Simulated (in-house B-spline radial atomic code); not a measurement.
# One electron outside the [Ar] 3d10 core: Se VI (Se5+)

Computed with a B-spline radial code for spherical atoms, no-pair Dirac-Coulomb Hamiltonian, finite nucleus. Rungs: frozen-core Dirac-Hartree-Fock (DHF); Brueckner orbitals from the second-order correlation potential; the same with the Coulomb interaction screened by the core and the hole-particle interaction summed; Breit and QED terms from differences of relaxed Dirac-Fock atoms, where computed. Partial waves beyond l = 6 are extrapolated. The tables show a selection of states; those near core-excited levels, with erratic corrections or far from their DHF start are never shown.

Removal energies (eV):

```tsv
state	DHF	second order	screened	Breit + QED	final
4s1/2	80.6602	81.9737	81.87	-0.0456	81.8244
4p1/2	66.9145	67.9497	67.891	-0.0326	67.8584
4p3/2	66.2289	67.2268	67.1726	-0.0203	67.1523
4d3/2	46.2685	46.7936	46.7957	-0.00368	46.792
4d5/2	46.1828	?	?	?	?
5s1/2	40.126	?	?	?	?
5p1/2	34.9993	35.3532	35.3215	-0.0121	35.3094
5p3/2	34.7447	35.0892	35.0593	-0.00754	35.0517
```

Task: What does correlation do to 5s1/2?

Result: It adds 0.4191 eV to the removal energy in second order and 0.3718 eV with screening; Breit and QED add -0.0155 eV, for a final 40.4823 eV.

Task: What does correlation do to 4d5/2?

Result: It adds 0.5218 eV to the removal energy in second order and 0.5232 eV with screening; Breit and QED add 0.000252 eV, for a final 46.7062 eV.

Task: How does the lowest state compare with the NIST ionisation energy?

Result: 4s1/2 is bound by 81.824 eV, without recoil; NIST lists 81.83 ± 0.03 eV (measured), a difference of -0.0056 eV.

Electric-dipole lines from 4s1/2 (reduced matrix elements in atomic units, length form, static core polarisation, sign of DHF taken positive):

```
upper    DHF  + core polarisation  + Brueckner  λ (nm)   A (s⁻¹)
4p1/2  1.328                1.236        1.221  88.776  2.16e+09
4p3/2  1.883                1.752        1.732  84.503  2.52e+09
```

Magnetic hyperfine constants per unit nuclear g factor (MHz, nucleus as a uniformly magnetised ball; they apply to isotopes with nuclear spin):

| state | DHF | + core polarisation | + Brueckner |
| --- | --- | --- | --- |
| 4s1/2 | 21310 | 23390 | 24490 |
| 4p1/2 | 5090 | 5585 | 5899 |
| 4p3/2 | 916.9 | 1025 | 1082 |
| 5s1/2 | 7267 | 7933 | 8143 |
| 5p1/2 | 1888 | 2069 | 2138 |
| 5p3/2 | 342.2 | 378.8 | 391.2 |

Task: What is the static scalar polarisability of 4s1/2?

Result: 3.202 bohr³: 0.3604 from the core and 2.841 from the valence electron, Pauli blocking included.
